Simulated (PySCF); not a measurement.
**Arsenic: a sound run and one with changed settings**

Sound run: As [Ar] 3d10 4s2 4p3, As⁺ [Ar] 3d10 4s2 4p2. Computed with PySCF 2.14 in jorge-DZP-DKH (8s6p2d1f, 43 functions), with scalar relativity by spin-free X2C-1e. In the sound run the correlated levels freeze [Ar] 3d10. The sound run starts from symmetry-adapted Hartree-Fock orbitals and uses a fine grid where one is needed.

A second run was set up differently.

| species | method | sound run (hartree) | changed run (hartree) | converged |
| --- | --- | --- | --- | --- |
| As | MP2 | -2258.91863 | -2258.89743 | yes |
| As | CCSD(T) | -2258.92440 | -2258.89824 | yes |
| As⁺ | MP2 | -2258.57238 | -2258.54847 | yes |
| As⁺ | CCSD(T) | -2258.58114 | -2258.54880 | yes |

Ionisation energy of As:

```
 method  sound run (eV)  changed run (eV)
    UHF           9.438             9.438
    MP2           9.422             9.496
SCS-MP2           9.362             9.457
   CCSD           9.341             9.509
CCSD(T)           9.341             9.509
```

Question: What was changed?
A. too few SCF iterations
B. a valence shell is frozen
C. minimal basis
D. level shift left on

Answer: B. Freezing a valence shell removes pair correlation that changes on ionisation.
